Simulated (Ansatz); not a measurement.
Ansatz results at the PBE0-D4/def2-TZVP geometry: HOMO–LUMO gap (PBE/def2-TZVPP) 6.03 eV; zero-point energy (PBE0-D4/def2-TZVP) 126.0 kJ/mol; size of the dipole moment (PBE/def2-TZVPP) 4.87 D.

Q: Which molecule gave them?
A. `[Cl][SnH3]`
B. `[OH][SnH2][OH]`
C. `C#[C][SnH2][CH3]`
D. `[CH3][Sn]([F])([F])[C]#N`

A: D. The others give `C#[C][SnH2][CH3]`: 5.90, 179.1, 1.00; `[OH][SnH2][OH]`: 5.50, 105.1, 0.39; `[Cl][SnH3]`: 5.57, 56.2, 2.35.
